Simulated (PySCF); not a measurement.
A species of formula CH7B2N has this rotational fingerprint, computed with PySCF, PBE0-D3(BJ)/def2-SVP geometry optimisation, gas phase:

```
Rotational constants : A = 15967, B = 4883, C = 4482 MHz
Dipole components    : |μa| = 2.01 D, |μb| = 0.33 D, |μc| = 1.08 D
Inertial defect      : -22.41 u·Å²
κ                    : -0.93
```

**Question.** Which candidate fits, each taken in the one conformer that was computed?
A. `BN(B)C`
B. `[BH2:1][NH:2][BH:3][CH3:4]` with B1–N2–B3–C4 -179°
C. `[BH2:1][CH2:2][BH:3][NH2:4]` with H–B1–C2–B3 -96° and 79°, B1–C2–B3–N4 86°

**Answer.** C. It is BCBN, a near-prolate asymmetric top, point group C1. The candidates at the same level (rigid rotor, commonest isotopes):

| SMILES | A (MHz) | B (MHz) | C (MHz) | μa (D) | μb (D) | μc (D) | Δ (u·Å²) | point group | rotor |
| --- | --- | --- | --- | --- | --- | --- | --- | --- | --- |
| BNBC | 34954 | 3847 | 3540 | 1.06 | 1.34 | 0.01 | -3.09 | – | near-prolate asymmetric top |
| BCBN | 15967 | 4883 | 4482 | 2.01 | 0.33 | 1.08 | -22.41 | C1 | near-prolate asymmetric top |
| BN(B)C | 10061 | 9062 | 4915 | 1.57 | 0.02 | 0.02 | -3.18 | near Cs | asymmetric top |

`BN(B)C` has B 86 % too high; `BNBC` has A 119 % too high. No structure here is proved a minimum.
